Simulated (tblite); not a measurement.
Species: C7H8N (doublet state).
Numbering: `[N:1]#[C:2][C@H:3]1[CH2:4][C:5]=[CH:6][CH2:7][CH2:8]1` (hydrogens: H9 on C3; H10, H11 on C4; H12 on C6; H13, H14 on C7; H15, H16 on C8)

Cartesian coordinates in Å at the GFN2-xTB level; atoms count from 1:
```
atom  x, y, z in Å
N1    -3.0260    1.6323   -0.4209
C2    -2.0556    1.1295   -0.0812
C3    -0.8447    0.4680    0.3241
C4    -1.0670   -1.0768    0.2848
C5     0.2375   -1.7184    0.3984
C6     1.4332   -1.2346    0.2601
C7     1.6304    0.2386   -0.0879
C8     0.3263    0.8477   -0.5935
H9    -0.6107    0.7640    1.3531
H10   -1.5484   -1.3618   -0.6557
H11   -1.7306   -1.3680    1.1028
H12    2.3321   -1.8173    0.3871
H13    1.9749    0.7605    0.8102
H14    2.4067    0.3279   -0.8497
H15    0.1159    0.4820   -1.6010
H16    0.4184    1.9354   -0.6420
```

Computed values, GFN2-xTB/tblite, gas phase, harmonic and unscaled. Against measured fundamentals such values can be off by several per cent, at times by over 20. One conformer, not necessarily the lowest. Open shells enter through the occupations alone, without spin polarisation, and single modes of such species can be off by tens of per cent.

Harmonic wavenumbers (cm⁻¹): 100.7, 143.7, 181.9, 283.8, 350.0, 381.7, 454.1, 524.6, 532.4, 669.7, 757.0, 825.6, 876.5, 907.9, 936.6, 1001.4, 1012.0, 1031.1, 1058.7, 1098.5, 1104.4, 1166.0, 1180.0, 1219.5, 1241.6, 1255.0, 1272.0, 1294.7, 1338.8, 1452.4, 1460.7, 1478.2, 1776.4, 2391.9, 2923.8, 2938.4, 2945.8, 2968.1, 2971.4, 2978.6, 2988.9, 3074.1.

A = 4847, B = 1513, C = 1213 MHz; mass 106.066 u (most abundant isotopes); point group C1, symmetry number 1; spin multiplicity 2.

Problem. Zero-point energy?

Solution. Half the sum of the wavenumbers: 28274 cm⁻¹ = 338.23 kJ/mol.

Problem. What is S at 273.15 K and 1 bar for an ideal gas of classical rigid rotors and harmonic oscillators?

Solution. Translation 165.20, rotation 115.98, vibration 60.08, spin (R ln 2) 5.76: S = 347.0 J/(mol K).

Problem. And Cp and H(273.15 K) − H(0)?

Solution. Cp = 114.30 J/(mol K), of which vibrations give 81.04 (their classical limit is 42 R = 349.2); H(273.15 K) − H(0) = 18.86 kJ/mol without the zero-point energy, 9.77 from vibrations.

Problem. Which modes carry the vibrational entropy at 273.15 K?

Solution. 100.7 cm⁻¹: 13.68; 143.7 cm⁻¹: 10.83; 181.9 cm⁻¹: 8.98; 283.8 cm⁻¹: 5.71; 350.0 cm⁻¹: 4.31; 381.7 cm⁻¹: 3.78 J/(mol K); the other 36 give 12.79 together.

Problem. Blend soft modes into free rotors: weight 1/[1 + (100 cm⁻¹/ν̃)⁴] for the oscillator and the rest for a rotor with moment μB/(μ + B), μ = h/(8π²ν), B = 10⁻⁴⁴ kg m². What vibrational entropy results?

Solution. 58.96 J/(mol K) in place of 60.08, which changes −T·S at 273.15 K by +0.31 kJ/mol.

Problem. How do the functions run with temperature in this model?

Solution. 
| T (K) | S (J/(mol K)) | Cp (J/(mol K)) | H − H(0) (kJ/mol) | G − H(0) (kJ/mol) | ln q(vib) |
| --- | --- | --- | --- | --- | --- |
| 150 | 292.8 | 72.2 | 7.46 | -36.46 | 1.12 |
| 250 | 337.3 | 105.8 | 16.31 | -68.01 | 2.56 |
| 298.15 | 357.4 | 123.7 | 21.83 | -84.74 | 3.32 |
| 400 | 399.1 | 160.9 | 36.35 | -123.28 | 5.03 |
| 600 | 476.0 | 218.8 | 74.69 | -210.91 | 8.62 |
| 900 | 576.0 | 273.6 | 149.27 | -369.17 | 14.05 |

q(vib) and H(0) count from the zero-point level.

Hindered rotation and anharmonicity are outside this model. Other conformers, if any are populated, would add a mixing term that is left out. The structure is chiral; the term R ln 2 for an equal mix with its mirror image is left out.

Time: 0.42 s. Hardware: one thread of an INTEL XEON PLATINUM 8581C at 2.10 GHz, no GPU, shared host. The figure is for the frequency step alone.
